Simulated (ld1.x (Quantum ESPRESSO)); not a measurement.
## What the settings do to the PAW potential of N

Base potential:

N (Z = 7), PAW, made with ld1.x (Quantum ESPRESSO) 7.5 (PBE, scalar-relativistic). Core [He], reference 2s2 2p3. Waves: 2s (bound): rcut 0.80, rcutus 1.10 bohr; 2s channel at 3.25 Ry: rcut 0.80, rcutus 1.10 bohr; 2p (bound): rcut 1.60, rcutus 2.00 bohr; 2p channel at -0.05 Ry: rcut 1.60, rcutus 2.00 bohr; 3d channel at 0.35 Ry: rcut 1.75, rcutus 2.00 bohr. Local part: all-electron potential smoothed inside 1.85 bohr (lloc = -2). Core correction: Bessel-smoothed model core, default radius (core density twice the valence density). Augmentation charge: PSQ, radius 0.60 bohr.

Cutoffs, loose and tight: the cutoffs (Ry, on a coarse ladder) from which the occupation-weighted sum of valence levels, in a spherical-Bessel basis at the reference potential, stays within 10 and 1 mRy of its value at 400 Ry. They do not see the model core or the augmentation charge, which bear on the density cutoff. Test errors are all-electron minus pseudo excitation energies from the reference, over the configurations 2s2 2p2; 2s2 2p1; 2s2 2p0; 2s0 2p5; 2s2 2p3.3; 2s1 2p0; 2s1 2p3. A dash means not determined; rows that change the core or the reference have their own tests. The largest error is taken over the tests solved by every variant that gives reliable tests at all: 2s0 2p5; 2s1 2p0; 2s2 2p0; 2s2 2p3.3.

Cutoffs are not given where the Bessel-basis levels miss the radial ones by over 6 mRy, ghosts where they miss by over 20 mRy; a channel whose overlap is not positive is not tested.

A file whose overlap is not positive is unfit for use, and its test errors describe a broken file.

```tsv
change	outcome	bound ghosts	largest test error (meV)
base	generated, overlap not positive	not determined (overlap not positive)	-35
waves 2p (bound): rcut 1.30, rcutus 1.38 bohr; 2p channel at -0.05 Ry: rcut 1.30, rcutus 1.38 bohr	generated, overlap not positive	not determined (overlap not positive)	-35
waves 2p (bound): rcut 1.54, rcutus 1.64 bohr; 2p channel at -0.05 Ry: rcut 1.54, rcutus 1.64 bohr	generated, overlap not positive	not determined (overlap not positive)	-35
waves 2p (bound): rcut 1.60, rcutus 1.80 bohr; 2p channel at -0.05 Ry: rcut 1.60, rcutus 1.80 bohr	generated, overlap not positive	not determined (overlap not positive)	-35
waves 2p (bound): rcut 1.60, rcutus 2.18 bohr; 2p channel at -0.05 Ry: rcut 1.60, rcutus 2.18 bohr	generated, overlap not positive	not determined (overlap not positive)	-35
waves 2p (bound): rcut 1.60, rcutus 2.38 bohr; 2p channel at -0.05 Ry: rcut 1.60, rcutus 2.38 bohr	generated, overlap not positive	not determined (overlap not positive)	-35
waves 2p (bound): rcut 1.60, rcutus 2.70 bohr; 2p channel at -0.05 Ry: rcut 1.60, rcutus 2.70 bohr	generated, overlap not positive	not determined (overlap not positive)	-35
waves 2p (bound): rcut 1.60, rcutus 3.02 bohr; 2p channel at -0.05 Ry: rcut 1.60, rcutus 3.02 bohr	generated, overlap not positive	not determined (overlap not positive)	-35
```
